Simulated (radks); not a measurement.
Values are calculated unless marked as measured or tabulated.
Species: Pd. Configuration: [Kr] 4d8 5p2 (not the ground configuration).

Level of theory: scalar-relativistic Kohn-Sham, BLYP, spin-polarised, spherical densities, point nucleus; open shells are filled with parallel spins first (spin-orbit coupling, left out, can overturn this in heavy ions) (a radial shooting solver on a logarithmic mesh with Libxc functionals).

Energy parts (hartree):
| part | energy |
|---|---|
| total | -5046.01042 |
| kinetic | 5234.33273 |
| electron-nucleus | -12176.76780 |
| Hartree | 2040.46056 |
| exchange-correlation | -144.03591 |

Orbitals (lengths in bohr, moments of r in powers of bohr; r(90%) holds 90 % of the orbital's charge):
orbital,occ.,eigenvalue (hartree),r(90%),<1/r>,<r^4>
1s up,1,-888.6286,0.0571,48.24,4.881e-06
1s down,1,-888.6278,0.0571,48.24,4.881e-06
2s up,1,-130.0787,0.214,10.94,0.0008748
2s down,1,-130.0657,0.214,10.94,0.0008747
2p up,3,-116.6719,0.196,10.58,0.0006268
2p down,3,-116.6616,0.196,10.58,0.0006267
3s up,1,-23.75747,0.559,3.826,0.04168
3s down,1,-23.75022,0.559,3.826,0.04164
3p up,3,-19.35314,0.571,3.645,0.04483
3p down,3,-19.34490,0.570,3.645,0.04477
3d up,5,-12.35617,0.567,3.419,0.04396
3d down,5,-12.34391,0.567,3.419,0.04386
4s up,1,-3.53138,1.37,1.462,1.521
4s down,1,-3.47689,1.37,1.464,1.517
4p up,3,-2.26724,1.53,1.312,2.363
4p down,3,-2.21106,1.53,1.314,2.364
4d up,5,-0.48058,2.24,0.9620,11.63
4d down,3,-0.42527,2.25,0.9591,12.04
5p up,2,-0.10754,6.00,0.3251,560.8

The highest occupied level is 5p up at -2.926 eV. Spin moment in Bohr magnetons: 4. Summed over all electrons, <r^2> = 67.22 bohr^2, which gives a Langevin (diamagnetic) susceptibility term of -53.2 x 10^-6 cm^3/mol. The density falls to 0.001 e/bohr^3 at r = 4.99 bohr.
